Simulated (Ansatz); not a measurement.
Mulliken charges of CH₆BGaS (`SB[CH2][GaH2]`) from ωB97M-V/def2-TZVPP in Ansatz (PBE0-D4/def2-TZVP geometry).

```
atom   x (Å)   y (Å)   z (Å)  charge (e)
  S1  -1.120   0.355  -1.438      -0.151
  B2  -0.866  -0.626   0.126      -0.066
  C3   0.510  -1.160   0.305      -0.397
 Ga4   0.938   0.901   0.124       0.141
  H5  -2.148   1.109  -1.017       0.137
  H6  -1.699  -0.519   0.971       0.096
  H7   0.772  -1.653   1.237       0.126
  H8   1.117  -1.489  -0.537       0.151
  H9   0.426   1.958   1.153      -0.021
 H10   2.070   1.124  -0.925      -0.016
```

Question: By hand: the dipole of these point charges (1 e Å = 4.8032 D).

Answer: Σ q r = (-0.077, 0.185, 0.124) e Å, of length 0.236 e Å = 1.13 D.

Question: How does the dipole of the full density compare? (Best estimate.)

Answer: Ansatz gave: (-0.128, -0.010, 0.009) e Å, 0.62 D; the point charges give 1.82 times that, at 72° from its direction.

Point charges leave out the atoms' own dipoles, such as those of lone pairs, and Mulliken's split depends on the basis, so the two needn't agree.
